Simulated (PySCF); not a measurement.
Spinor energies of Cr³⁺ (chromium, charge +3)

Start: [Ar] 3d3; 3d3/2 filled at m_j = -1/2, +1/2, +3/2. Calculated with PySCF 2.14 in x2c-TZVPall-2c: generalised Hartree-Fock with the X2C-1e Hamiltonian and a Gaussian nucleus; one run each with spin-orbit coupling (SO) switched off, then screened by Boettger's factors.

| spinor shell | electrons | ε, spin-free (eV) | ε, screened SO (eV) | weight of nominal j (screened SO) | rms radius, screened SO (bohr) |
| --- | --- | --- | --- | --- | --- |
| 1s1/2 | 2 | -6083.3 | -6083.3 | 1.000 | 0.0734 |
| 2s1/2 | 2 | -765.38 | -765.35 | 1.000 | 0.316 |
| 2p1/2 | 2 | -646.56 | -653.01 | 0.982 | 0.286 |
| 2p3/2 | 4 | -646.56 | -643.35 | 0.991 | 0.288 |
| 3s1/2 | 2 | -131.63 | -131.62 | 1.000 | 0.953 |
| 3p1/2 | 2 | -96.038 | -98.106 | 0.655 | 1.02 |
| 3p3/2 | 4 | -96.038 | -94.999 | 0.828 | 1.02 |
| 3d3/2 | 3 | -50.143 | -50.157 | 0.613 | 1.20 |

```tsv
quantity	spin-free	screened SO
E (hartree)	-1047.76767	-1047.78144
M_J	3/2	3/2
⟨J²⟩	6.754	6.663
⟨L²⟩	12.004	12.002
⟨S²⟩	3.751	3.750
```

The determinant has a definite M_J but mixes levels of different J.

Each row is a mean over spinors that exchange with the open shell spreads, by up to 11.038 eV (3p1/2).

Rows whose weight is well below 1 are mixtures of j = l ± 1/2: exchange outweighs spin-orbit coupling there, and the label is only the starting occupation.

Without spin-orbit coupling the j labels of p, d and f shells carry no meaning; the spin-free column gives the mean over the occupied spinors of each nl shell, and its ⟨J²⟩ belongs to a mixture of degenerate components.
